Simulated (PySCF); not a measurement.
NMR data sheet: C$_{3}$H$_{12}$Si$_{4}$

| Item | Value |
| --- | --- |
| Formula | C3H12Si4 |
| SMILES | C#C[Si@@H](C)[SiH]([SiH3])[SiH3] |
| Point group of the computed structure | C1 |
| Degrees of unsaturation | 2 |
| Carbon signals | 3 |
| Proton signals | 6 |

Molfile (atoms numbered from 1):
```
C3H12Si4
     RDKit          3D

 19 18  0  0  0  0  0  0  0  0999 V2000
    1.1417    2.7815    1.1763 C   0  0  0  0  0  0  0  0  0  0  0  0
    1.2502    1.8078    0.4790 C   0  0  0  0  0  0  0  0  0  0  0  0
    1.3679    0.2750   -0.5596 Si  0  0  1  0  0  4  0  0  0  0  0  0
    2.6305   -0.8596    0.3046 C   0  0  0  0  0  0  0  0  0  0  0  0
   -0.7626   -0.6981   -0.6518 Si  0  0  0  0  0  4  0  0  0  0  0  0
   -1.4989   -1.3571    1.4558 Si  0  0  0  0  0  4  0  0  0  0  0  0
   -2.2834    0.6173   -1.8143 Si  0  0  0  0  0  4  0  0  0  0  0  0
    1.0579    3.6381    1.7826 H   0  0  0  0  0  0  0  0  0  0  0  0
    1.9572    0.7167   -1.8384 H   0  0  0  0  0  0  0  0  0  0  0  0
    2.7873   -1.7720   -0.2637 H   0  0  0  0  0  0  0  0  0  0  0  0
    3.5955   -0.3755    0.4245 H   0  0  0  0  0  0  0  0  0  0  0  0
    2.2812   -1.1436    1.2935 H   0  0  0  0  0  0  0  0  0  0  0  0
   -0.5923   -1.9438   -1.4442 H   0  0  0  0  0  0  0  0  0  0  0  0
   -0.5498   -2.2360    2.1459 H   0  0  0  0  0  0  0  0  0  0  0  0
   -2.7738   -2.0799    1.4365 H   0  0  0  0  0  0  0  0  0  0  0  0
   -1.6872   -0.1898    2.3205 H   0  0  0  0  0  0  0  0  0  0  0  0
   -3.5939   -0.0166   -1.9826 H   0  0  0  0  0  0  0  0  0  0  0  0
   -2.5143    1.8805   -1.1111 H   0  0  0  0  0  0  0  0  0  0  0  0
   -1.8231    0.9644   -3.1609 H   0  0  0  0  0  0  0  0  0  0  0  0
  1  2  3  0
  2  3  1  0
  3  4  1  0
  3  5  1  0
  5  6  1  0
  5  7  1  0
  1  8  1  0
  3  9  1  6
  4 10  1  0
  4 11  1  0
  4 12  1  0
  5 13  1  0
  6 14  1  0
  6 15  1  0
  6 16  1  0
  7 17  1  0
  7 18  1  0
  7 19  1  0
M  END
```

Theory: PBE0/pcSseg-1 with gauge-including orbitals, coordinates at the GFN2-xTB level, in PySCF (gas phase, non-relativistic Hamiltonian, a single conformation, rapidly exchanging positions averaged).

Scale: TMS for ¹H and ¹³C and ²⁹Si (reference shieldings calculated alike).

```tsv
carbon	δC, type	δH (multiplicity)	HMBC from (2–3 bonds)	span of the C tensor (ppm)
C1	106.1, CH	2.02 (d)	H9	244
C2	89.1, C	–	H9, H13, H8, H10/H11/H12	292
C4	-1.3, CH3	0.44 (d)	H9, H13	12
```

Other nuclei:
```json
{"atoms": "H9", "nucleus": "¹H", "environment": "hydrogen on a silicon bonded to 2 C, Si", "δ (ppm)": "4.81", "σ (ppm)": "26.91"}
{"atoms": "H14/H15/H16", "nucleus": "¹H", "environment": "hydrogen on a silicon bonded to Si", "δ (ppm)": "3.63", "σ (ppm)": "28.09"}
{"atoms": "H17/H18/H19", "nucleus": "¹H", "environment": "hydrogen on a silicon bonded to Si", "δ (ppm)": "3.60", "σ (ppm)": "28.12"}
{"atoms": "H13", "nucleus": "¹H", "environment": "hydrogen on a silicon bonded to 3 Si", "δ (ppm)": "3.17", "σ (ppm)": "28.54"}
{"atoms": "Si3", "nucleus": "²⁹Si", "environment": "silicon bonded to 2 C, Si, H", "δ (ppm)": "-61.2", "σ (ppm)": "410.3"}
{"atoms": "Si7", "nucleus": "²⁹Si", "environment": "silicon bonded to Si, 3 H", "δ (ppm)": "-113.5", "σ (ppm)": "462.6"}
{"atoms": "Si6", "nucleus": "²⁹Si", "environment": "silicon bonded to Si, 3 H", "δ (ppm)": "-114.7", "σ (ppm)": "463.8"}
{"atoms": "Si5", "nucleus": "²⁹Si", "environment": "silicon bonded to 3 Si, H", "δ (ppm)": "-140.9", "σ (ppm)": "490.1"}
```

1. Carbon types of the structure: 1 × C, 1 × CH, 1 × CH3, leaving 8 H on heteroatoms.
2. δC 106.1: terminal alkyne carbon.
3. δC 89.1: alkyne carbon; the triple bond shields along its axis, which puts it between sp3 and sp2 carbons.
4. δC -1.3: methyl carbon bonded to Si; an electropositive neighbour leaves it electron-rich and shielded.
5. δH 2.02: hydrogen on a terminal alkyne carbon; it lies on the axis of the triple bond, in its shielding cone.
6. δH 0.44: hydrogen on a methyl carbon bonded to Si; an electropositive neighbour shields it, as in TMS itself.

Shifts are as computed. Against solution values, carbons near 30 ppm lie about +3 ppm off and those near 130 ppm about +5 ppm. Of 1211 compounds with measured shifts, 218 miss one by over three times the rms of a fit or turn the order of signals round; such compounds aren't used in these exercises. No couplings were computed; multiplicities are counted from neighbouring protons, with m where these are inequivalent, close in shift, in a saturated or five-membered ring or joined by F or P, and br s for small geminal =CH2 splittings.
